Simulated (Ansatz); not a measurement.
Ansatz (an electronic-structure program) input file for Si(H)(NHSiH3)(Cl)2 (Cl₂H₅NSi₂), SMILES Cl[SiH](N[SiH3])Cl, PBE0-D3(BJ)/def2-SVP. 

Ansatz 0.2 input:
```yaml
crystal:
  periodic: [false, false, false]
  atoms:
    - {symbol: Si, position_ang: [0.59625138, 0.13080937, 0.65656551]}
    - {symbol: Cl, position_ang: [1.27781774, -0.97155462, -0.96351755]}
    - {symbol: Cl, position_ang: [0.84977228, 2.15039045, 0.23019678]}
    - {symbol: N, position_ang: [-1.05727640, -0.31178550, 0.85623978]}
    - {symbol: Si, position_ang: [-2.11946483, -1.11149237, -0.31434533]}
    - {symbol: H, position_ang: [1.42890475, -0.15376217, 1.86120081]}
    - {symbol: H, position_ang: [-1.51943889, 0.03030118, 1.70522400]}
    - {symbol: H, position_ang: [-3.49789089, -1.03688688, 0.28017357]}
    - {symbol: H, position_ang: [-1.74560815, -2.55172261, -0.51909575]}
    - {symbol: H, position_ang: [-2.10907374, -0.41607792, -1.64581075]}
basis:
  gaussian:
    orbitals: def2-SVP
hamiltonian:
  xc: pbe0
  dispersion: d3bj
relax: {f_tol: 0.002, max_steps: 200}
```

Output:

```
WARN ansatz: RAYON_NUM_THREADS=2 ignored (pool sized by the plan → 2); use --threads N
Functional definition: PBE0
integrals: 0.06 GiB planned
1129 factors; integrals over basis functions are off by at most 2.4e-4 eV
mean field: 0.58 GiB planned
mean field evaluation 1: about -42340.7922 eV, gradient 4.8e1 eV
mean field evaluation 2: about -42333.8636 eV, gradient 7.1e1 eV
mean field evaluation 4: about -42345.3819 eV, gradient 2.5e0 eV
mean field evaluation 8: about -42345.4055 eV, gradient 8.9e-2 eV
mean field evaluation 16: about -42345.4056 eV, gradient 4.0e-5 eV
mean field -42345.40556812 eV, -1556.1649518815 hartree, gradient 4.0e-5 eV, S^2 0.000000; 0 other end points of the search recorded, 0 dependent functions left out
the calculation of the forces begins
reference -42345.40559522 eV, -1556.1649528775 hartree; 37, 37 occupied and 74, 74 virtual orbitals, 1129 factors
relax step   1: F+E_penalty+E_count = -42345.69204728 eV  Δ(F+E_penalty+E_count) = +0.000e0 eV  max|allowed force component| = 3.171e-1 eV/Å  Δτ_max = 0.0000 Å  (26 SCF iters, accepted)
these checks for a lower state are left out or cut short: starts, cluster_reference, orbital_swaps, neighbouring_geometries, increment
integrals: 0.06 GiB planned
1129 factors; integrals over basis functions are off by at most 2.4e-4 eV
mean field: 0.58 GiB planned
mean field -42345.41889292 eV, -1556.1654415591 hartree, gradient 4.8e-5 eV, S^2 0.000000; 0 other end points of the search recorded, 0 dependent functions left out
the calculation of the forces begins
reference -42345.41891988 eV, -1556.1654425498 hartree; 37, 37 occupied and 74, 74 virtual orbitals, 1129 factors
relax step   2: F+E_penalty+E_count = -42345.70716745 eV  Δ(F+E_penalty+E_count) = -1.512e-2 eV  max|allowed force component| = 1.647e-1 eV/Å  Δτ_max = 0.0246 Å  (25 SCF iters, accepted)
these checks for a lower state are left out or cut short: starts, cluster_reference, orbital_swaps, neighbouring_geometries, increment
integrals: 0.06 GiB planned
1129 factors; integrals over basis functions are off by at most 2.4e-4 eV
mean field: 0.58 GiB planned
mean field -42345.41990628 eV, -1556.1654787993 hartree, gradient 7.7e-6 eV, S^2 0.000000; 0 other end points of the search recorded, 0 dependent functions left out
the calculation of the forces begins
reference -42345.41993322 eV, -1556.1654797894 hartree; 37, 37 occupied and 74, 74 virtual orbitals, 1129 factors
relax step   3: F+E_penalty+E_count = -42345.70853975 eV  Δ(F+E_penalty+E_count) = -1.372e-3 eV  max|allowed force component| = 3.395e-2 eV/Å  Δτ_max = 0.0095 Å  (25 SCF iters, accepted)
these checks for a lower state are left out or cut short: starts, cluster_reference, orbital_swaps, neighbouring_geometries, increment
integrals: 0.06 GiB planned
1129 factors; integrals over basis functions are off by at most 2.4e-4 eV
mean field: 0.58 GiB planned
mean field evaluation 32: about -42345.4200 eV, gradient 1.8e-5 eV
mean field -42345.41999049 eV, -1556.1654818939 hartree, gradient 1.8e-5 eV, S^2 0.000000; 0 other end points of the search recorded, 0 dependent functions left out
the calculation of the forces begins
reference -42345.42001743 eV, -1556.1654828841 hartree; 37, 37 occupied and 74, 74 virtual orbitals, 1129 factors
relax step   4: F+E_penalty+E_count = -42345.70863001 eV  Δ(F+E_penalty+E_count) = -9.026e-5 eV  max|allowed force component| = 8.890e-3 eV/Å  Δτ_max = 0.0037 Å  (23 SCF iters, accepted)
these checks for a lower state are left out or cut short: starts, cluster_reference, orbital_swaps, neighbouring_geometries, increment
integrals: 0.06 GiB planned
1129 factors; integrals over basis functions are off by at most 2.4e-4 eV
mean field: 0.58 GiB planned
mean field -42345.42005960 eV, -1556.1654844335 hartree, gradient 4.2e-5 eV, S^2 0.000000; 0 other end points of the search recorded, 0 dependent functions left out
the calculation of the forces begins
reference -42345.42008654 eV, -1556.1654854238 hartree; 37, 37 occupied and 74, 74 virtual orbitals, 1129 factors
relax step   5: F+E_penalty+E_count = -42345.70864676 eV  Δ(F+E_penalty+E_count) = -1.675e-5 eV  max|allowed force component| = 3.455e-3 eV/Å  Δτ_max = 0.0019 Å  (20 SCF iters, accepted)
these checks for a lower state are left out or cut short: starts, cluster_reference, orbital_swaps, neighbouring_geometries, increment
integrals: 0.06 GiB planned
1129 factors; integrals over basis functions are off by at most 2.4e-4 eV
mean field: 0.58 GiB planned
mean field -42345.42021965 eV, -1556.1654903154 hartree, gradient 2.3e-5 eV, S^2 0.000000; 0 other end points of the search recorded, 0 dependent functions left out
the calculation of the forces begins
reference -42345.42024661 eV, -1556.1654913062 hartree; 37, 37 occupied and 74, 74 virtual orbitals, 1129 factors
relax step   6: F+E_penalty+E_count = -42345.70866838 eV  Δ(F+E_penalty+E_count) = -2.162e-5 eV  max|allowed force component| = 4.929e-3 eV/Å  Δτ_max = 0.0052 Å  (22 SCF iters, accepted)
these checks for a lower state are left out or cut short: starts, cluster_reference, orbital_swaps, neighbouring_geometries, increment
integrals: 0.06 GiB planned
1129 factors; integrals over basis functions are off by at most 2.4e-4 eV
mean field: 0.58 GiB planned
mean field -42345.42022089 eV, -1556.1654903609 hartree, gradient 2.7e-5 eV, S^2 0.000000; 0 other end points of the search recorded, 0 dependent functions left out
the calculation of the forces begins
reference -42345.42024785 eV, -1556.1654913517 hartree; 37, 37 occupied and 74, 74 virtual orbitals, 1129 factors
relax step   7: F+E_penalty+E_count = -42345.70866843 eV  Δ(F+E_penalty+E_count) = -4.303e-8 eV  max|allowed force component| = 8.242e-3 eV/Å  Δτ_max = 0.0016 Å  (19 SCF iters, accepted)
these checks for a lower state are left out or cut short: starts, cluster_reference, orbital_swaps, neighbouring_geometries, increment
integrals: 0.06 GiB planned
1129 factors; integrals over basis functions are off by at most 2.4e-4 eV
mean field: 0.58 GiB planned
mean field -42345.42025597 eV, -1556.1654916502 hartree, gradient 4.0e-5 eV, S^2 0.000000; 0 other end points of the search recorded, 0 dependent functions left out
the calculation of the forces begins
reference -42345.42028294 eV, -1556.1654926411 hartree; 37, 37 occupied and 74, 74 virtual orbitals, 1129 factors
relax step   8: F+E_penalty+E_count = -42345.70867301 eV  Δ(F+E_penalty+E_count) = -4.586e-6 eV  max|allowed force component| = 4.275e-3 eV/Å  Δτ_max = 0.0026 Å  (19 SCF iters, accepted)
these checks for a lower state are left out or cut short: starts, cluster_reference, orbital_swaps, neighbouring_geometries, increment
integrals: 0.06 GiB planned
1129 factors; integrals over basis functions are off by at most 2.4e-4 eV
mean field: 0.58 GiB planned
mean field -42345.42023692 eV, -1556.1654909501 hartree, gradient 8.4e-5 eV, S^2 0.000000; 0 other end points of the search recorded, 0 dependent functions left out
the calculation of the forces begins
reference -42345.42026388 eV, -1556.1654919408 hartree; 37, 37 occupied and 74, 74 virtual orbitals, 1129 factors
relax step   9: F+E_penalty+E_count = -42345.70868418 eV  Δ(F+E_penalty+E_count) = -1.116e-5 eV  max|allowed force component| = 1.457e-3 eV/Å  Δτ_max = 0.0035 Å  (20 SCF iters, accepted)
these checks for a lower state are left out or cut short: starts, cluster_reference, orbital_swaps, neighbouring_geometries, increment
integrals: 0.06 GiB planned
1129 factors; integrals over basis functions are off by at most 2.4e-4 eV
mean field: 0.58 GiB planned
mean field -42345.42023925 eV, -1556.1654910358 hartree, gradient 3.4e-5 eV, S^2 0.000000; 0 other end points of the search recorded, 0 dependent functions left out
the calculation of the forces begins
reference -42345.42026621 eV, -1556.1654920263 hartree; 37, 37 occupied and 74, 74 virtual orbitals, 1129 factors
relax step  10: F+E_penalty+E_count = -42345.70868613 eV  Δ(F+E_penalty+E_count) = -1.952e-6 eV  max|allowed force component| = 1.422e-3 eV/Å  Δτ_max = 0.0028 Å  (20 SCF iters, accepted)
integrals: 0.06 GiB planned
1129 factors; integrals over basis functions are off by at most 2.4e-4 eV
mean field: 0.58 GiB planned
mean field evaluation 64: about -42345.3100 eV, gradient 6.2e0 eV
mean field -42345.42023925 eV, -1556.1654910358 hartree, gradient 3.4e-5 eV, S^2 0.000000; 1 other end points of the search recorded, 0 dependent functions left out
the calculation of the forces begins
reference -42345.42026621 eV, -1556.1654920263 hartree; 37, 37 occupied and 74, 74 virtual orbitals, 1129 factors
Total energy: -42345.70871308 eV, -1556.1760922535 hartree
Atom 0 at     0.586396     0.127700     0.652919 Å, force    -0.001422     0.000199     0.000902 eV/Å
Atom 1 at     1.269455    -0.953623    -0.961260 Å, force     0.000175     0.000231    -0.000114 eV/Å
Atom 2 at     0.836705     2.133114     0.237164 Å, force     0.000167     0.000079    -0.000511 eV/Å
Atom 3 at    -1.055781    -0.306866     0.845810 Å, force     0.000853    -0.000187    -0.000821 eV/Å
Atom 4 at    -2.113363    -1.107509    -0.309007 Å, force     0.000228    -0.000615     0.000540 eV/Å
Atom 5 at     1.413793    -0.160556     1.845495 Å, force     0.000220    -0.000485    -0.000162 eV/Å
Atom 6 at    -1.509038     0.017471     1.696485 Å, force    -0.000179     0.000082     0.000327 eV/Å
Atom 7 at    -3.484714    -1.022883     0.273848 Å, force    -0.000260     0.000248    -0.000040 eV/Å
Atom 8 at    -1.748037    -2.541121    -0.498570 Å, force     0.000065     0.000371    -0.000020 eV/Å
Atom 9 at    -2.091423    -0.427507    -1.636053 Å, force     0.000152     0.000077    -0.000100 eV/Å
Dipole moment:    -0.258840    -0.083139     0.364665 e Å
```

The run converged.

Cost: about 80 core-seconds (a rough figure).
